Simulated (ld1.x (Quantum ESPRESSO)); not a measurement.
Values are calculated unless marked as measured or tabulated.
## Potentials for silver compared

Generated with ld1.x 7.5 (TM, RRKJ, ultrasoft, PAW), atompaw 4.2 or ONCVPSP 4.0.1. The cutoff is in Ry: for ld1.x and atompaw files where the sum of valence levels is converged to 10 mRy in a Bessel basis, for ONCV files where the hardest occupied wave has 1 mHa per electron of residual kinetic energy. The error is the largest all-electron minus pseudo excitation energy over each file’s own four to seven test configurations (ionisations up to +4, promotions, holes and added fractions of an electron), all of which were solved. The labels leave out finer settings (local radius, basis sizes, second energies), which also bear on the numbers. Spin-polarised tests are not counted. The rows are a selection from randomly drawn settings: files with unsolved tests, undetermined cutoffs or missed reference levels are left out.

A true bound ghost makes a file unfit for plane-wave use even where its test errors are small: the radial tests pick states by their node count and pass the ghost by.

```tsv
potential	cutoff (Ry)	largest error (meV)	bound ghosts
ultrasoft, PBE, fully relativistic, rc 2.70/3.60/1.45 (spd), local smoothed, core correction no, reference 4d9 5s2 5p0	50	-192	s, p3/2, p1/2
TM semilocal, PBEsol, scalar-relativistic, rc 1.50/0.95/1.05 (spd), local p, core correction no, reference 4s2 4p6 4d9 5s0 5p0	160	+3909	none
TM, LDA (PZ), scalar-relativistic, rc 1.05/1.65/1.90 (spd), local d, core correction no, reference 4s2 4p6 4d10 5s0 5p0	140	-82	none
RRKJ, PBE, fully relativistic, rc 2.60/1.10/1.10 (spd), local s, core correction yes, reference 4p6 4d10 5s0 5p0	140	-767	none
TM, PBEsol, scalar-relativistic, rc 1.70/1.10/1.80 (spd), local d, core correction no, reference 4p6 4d9 5s0 5p0	140	-44	s
```

Task: Fill in the row for Ag: PAW, PBE, scalar-relativistic, rc 2.60/3.90/1.35 (spd), local smoothed, core correction yes, reference 4d10 5s1 5p0.

Result: cutoff 60 Ry, largest error -333 meV, bound ghosts: none.
